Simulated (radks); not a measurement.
Results of a calculation; reference values are marked as such.
Initial-state core-level shifts of the germanium ion Ge+ when its valence configuration changes from [Ar] 3d10 4s2 4p1. Code: a radial shooting solver on a logarithmic mesh with Libxc functionals. Model: non-relativistic Kohn-Sham, PBE, spin-unpolarised, spherical densities, point nucleus. Shifts are changes of the shell-averaged eigenvalues in eV (positive: less bound); the change of the density at the nucleus, which sets a Mossbauer isomer shift, is in e/bohr^3, on a base of 2.25e+04.

[
 {"valence": "3d9.5 4s2 4p1.5", "1s": "-6.116", "2s": "-6.678", "3s": "-5.587", "3p": "-5.496", "density at nucleus": "+3.981"},
 {"valence": "3d9 4s2 4p2", "1s": "-12.459", "2s": "-13.636", "3s": "-11.272", "3p": "-11.090", "density at nucleus": "+8.193"},
 {"valence": "3d8 4s2 4p3", "1s": "-25.806", "2s": "-28.355", "3s": "-22.899", "3p": "-22.539", "density at nucleus": "+17.271"},
 {"valence": "3d10 4s1 4p2", "1s": "-1.702", "2s": "-1.639", "3s": "-1.691", "3p": "-1.685", "density at nucleus": "-12.387"},
 {"valence": "3d10 4s1.5 4p1.5", "1s": "-0.863", "2s": "-0.831", "3s": "-0.857", "3p": "-0.854", "density at nucleus": "-6.091"},
 {"valence": "3d8 4s1 4p4", "1s": "-27.224", "2s": "-29.748", "3s": "-24.307", "3p": "-23.939", "density at nucleus": "+0.617"},
 {"valence": "3d9.5 4s1.5 4p2", "1s": "-6.937", "2s": "-7.473", "3s": "-6.401", "3p": "-6.307", "density at nucleus": "-2.643"},
 {"valence": "3d9.5 4s1 4p2.5", "1s": "-7.738", "2s": "-8.248", "3s": "-7.197", "3p": "-7.099", "density at nucleus": "-9.461"}
]
